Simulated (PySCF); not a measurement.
Stationary points of IO₃

Method: PySCF, PBE0, basis I def2-SVP with ECP28, O def2-SVP (scalar-relativistic core potentials, no spin–orbit coupling, density fitting).

Relaxations began from a few typed shapes; open shells are unrestricted. The search is not exhaustive: other isomers or separated fragments can lie lower, and high-lying points may rest on an excited occupation.

Problem. Order these stationary points by electronic energy, lowest first, in kJ/mol from the lowest minimum.
A. doublet C1: I–O 1.795 Å, I–O 1.804 Å, I–O 1.989 Å; O–I–O 93.0°, O–I–O 103.6°, O–I–O 111.9°
B. broken-symmetry Ms = 1/2 (⟨S²⟩ 1.67) Cs: I–O 1.926 Å, I–O 1.986 Å, I–O 2.039 Å; O–I–O 87.2°, O–I–O 90.7°, O–I–O 177.9°
C. doublet C3v: I–O 1.838 Å (×3); O–I–O 102.0° (×3)
D. doublet D3h: I–O 1.840 Å (×3); O–I–O 120.0° (×3)
E. doublet C3v: I–O 1.820 Å (×3); O–I–O 111.5° (×3)

Solution. E (0.0), A (9.3), C (30.9), D (99.8), B (112.8).

Problem. Which of them are minima?

Solution. By energy in kJ/mol, 0.0: minimum; 9.3: minimum; 30.9: saddle point, 2 imaginary modes; 99.8: saddle point, 1 imaginary mode; 112.8: minimum.

For the lowest minimum: no spin–orbit coupling is included, which matters more the heavier the element.
